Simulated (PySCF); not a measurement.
**Correlation energy of Cu⁻ (copper, charge -1)**

[Ar] 3d10 4s2, closed-shell 1S. Computed with PySCF 2.14 in def2-TZVPPD (6s6p4d2f1g, 67 functions), with no relativity, point nucleus. Frozen: [Ne]; 20 electrons correlated.

```csv
level,correlation energy (mhartree)
CCSD,-762.38
(T),-26.20
CCSD(T),-788.58
```

Diagnostics: T1 = 0.028, D1 = 0.0834, largest double amplitude 0.087.

Cost of the coupled-cluster step: roughly 4 core-seconds, for 20 correlated electrons.

This basis was not built for core-valence correlation, so the inner-shell part is incomplete.
